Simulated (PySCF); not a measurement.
Species: phthalide, C₈H₆O₂.
Structure used (PBE0-D3(BJ)/def2-SVP), in Å, numbered top down from 1:
```xyz
16
C8H6O2 angstrom
O      1.9286   -2.4201   -0.5504
C      1.6269   -1.3081   -0.2339
O      2.5420   -0.3608    0.1131
C      1.9280    0.8746    0.4372
C      0.4565    0.6396    0.2740
C     -0.6456    1.4692    0.4537
C     -1.9110    0.9306    0.2138
C     -2.0734   -0.4003   -0.1949
C     -0.9662   -1.2257   -0.3734
C      0.2901   -0.6788   -0.1312
H      2.2016    1.1545    1.4680
H      2.3098    1.6559   -0.2411
H     -0.5353    2.5085    0.7719
H     -2.7944    1.5594    0.3474
H     -3.0784   -0.7886   -0.3732
H     -1.0623   -2.2661   -0.6905
```

Computed with TDDFT B3LYP/def2-SVPD, vertical, gas phase, core orbitals frozen in the response in PySCF.

Transition dipole moments from the ground state, in atomic units and in the frame of the coordinates above (overall signs are arbitrary), for the states with f of 0.002 or more among the lowest 9:

```json
{"state": "S2", "E (eV)": "5.017", "μx": "0.004", "μy": "-0.428", "μz": "-0.128"}
{"state": "S3", "E (eV)": "5.614", "μx": "-0.746", "μy": "0.423", "μz": "0.080"}
{"state": "S5", "E (eV)": "6.199", "μx": "-0.345", "μy": "0.562", "μz": "0.147"}
{"state": "S6", "E (eV)": "6.351", "μx": "-1.345", "μy": "-0.538", "μz": "-0.244"}
{"state": "S7", "E (eV)": "6.575", "μx": "-0.585", "μy": "1.152", "μz": "0.309"}
{"state": "S8", "E (eV)": "6.831", "μx": "1.066", "μy": "-0.409", "μz": "-0.055"}
{"state": "S9", "E (eV)": "6.970", "μx": "0.005", "μy": "0.033", "μz": "-0.128"}
```

Work out the oscillator strengths.

f = (2/3) ΔE |μ|² with ΔE in hartree (27.2114 eV).

```csv
state,|μ|² (au),|μ| (D),f
S2,0.199,1.13,0.025
S3,0.741,2.19,0.102
S5,0.456,1.72,0.069
S6,2.157,3.73,0.336
S7,1.765,3.38,0.284
S8,1.306,2.90,0.219
S9,0.018,0.34,0.003
```

What is the point group, and which symmetry does each of these states have?

Cs. From a totally symmetric ground state, an allowed state transforms like the component of the dipole operator along its μ. Polarised normal to the mirror plane, so A″: S9. Polarised in the mirror plane, so A′: S2, S3, S5, S6, S7 and S8.

Which bond between heavy atoms lies closest to the direction of the S6 transition dipole?

C6–C7 and C9–C10, at 1° from it; next C4–C5 at 13°.

What angle do the transition dipoles of S2 and S8 make?

|cos θ| = |μa·μb| / (|μa| |μb|) = 0.37, so θ ≈ 69° (taken between 0 and 90°, since the signs are arbitrary).

How is the summed strength of these states shared among x, y and z?

(2/3) Σ ΔE μα² gives 0.621 for x, 0.382 for y and 0.034 for z, 1.037 in all.

What peak molar absorption coefficient would the strongest computed level give as a lone Gaussian band 0.4 eV wide at half height?

ε(max) = 2.175×10⁸ f / FWHM, with the width in cm⁻¹. S6: 2.175×10⁸ × 0.3357 / 3226 ≈ 23000 L mol⁻¹ cm⁻¹.

The vertical ionisation energy (ΔSCF) is 9.57 eV, 2.60 eV above S9.
